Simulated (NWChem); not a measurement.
System meant: SbHCl2; SMILES [Cl][SbH][Cl]

Here is an NWChem input.

```
start job
memory heap 200 mb stack 900 mb global 1100 mb
geometry units angstroms noautoz
  Sb    -0.580116     0.024409     0.000000
  H     -0.726564    -1.718136     0.000000
  Cl     0.949819     0.027082    -1.844772
  Cl     0.949819     0.027082     1.844772
end
basis spherical
  * library def2-svp
end
ecp
  Sb library def2-ecp
end
dft
  odft
  mult 2
  xc b3lyp
  iterations 150
  mulliken
end
task dft energy
```

End of the output:

```
 Summary of "ao basis" -> "" (spherical)
 ------------------------------------------------------------------------------
       Tag                 Description            Shells   Functions and Types
 ---------------- ------------------------------  ------  ---------------------
 *                          def2-svp                  on all atoms

                                 NWChem DFT Module
                                 -----------------

 Summary of "ao basis" -> "ao basis" (spherical)
 ------------------------------------------------------------------------------
       Tag                 Description            Shells   Functions and Types
 ---------------- ------------------------------  ------  ---------------------
 Sb                         def2-svp                10       26   4s4p2d
 H                          def2-svp                 3        5   2s1p
 Cl                         def2-svp                 8       18   4s3p1d

 Summary of "ao basis" -> "ao basis" (spherical)
 ------------------------------------------------------------------------------
       Tag                 Description            Shells   Functions and Types
 ---------------- ------------------------------  ------  ---------------------
 Sb                         def2-svp                10       26   4s4p2d
 H                          def2-svp                 3        5   2s1p
 Cl                         def2-svp                 8       18   4s3p1d

      Symmetry analysis of basis
      --------------------------

        a'         40
        a"         27

  number of electrons :                   58
  multiplicity        :                    2
 ------------------------------------------------------------------------
  no. of electrons and multiplicity not compatible                  58
 ------------------------------------------------------------------------
 ------------------------------------------------------------------------
  current input line :
    22: task dft energy
 ------------------------------------------------------------------------
 ------------------------------------------------------------------------
 There is an error in the input file
 ------------------------------------------------------------------------
 For more information see the NWChem manual at https://nwchemgit.github.io

0: no. of electrons and multiplicity not compatible:Received an Error in Communication
```

What is wrong, and how is it mended?

The program refused the input. Cause: the multiplicity doesn't fit the number of electrons (an even count wants an odd multiplicity, and the reverse). This input runs:
```
start job
memory heap 200 mb stack 900 mb global 1100 mb
geometry units angstroms noautoz
  Sb    -0.580116     0.024409     0.000000
  H     -0.726564    -1.718136     0.000000
  Cl     0.949819     0.027082    -1.844772
  Cl     0.949819     0.027082     1.844772
end
basis spherical
  * library def2-svp
end
ecp
  Sb library def2-ecp
end
dft
  xc b3lyp
  iterations 150
  mulliken
end
task dft energy
```
It converges to -1161.12845 Ha (B3LYP/def2-SVP with def2 effective core potentials on Sb).
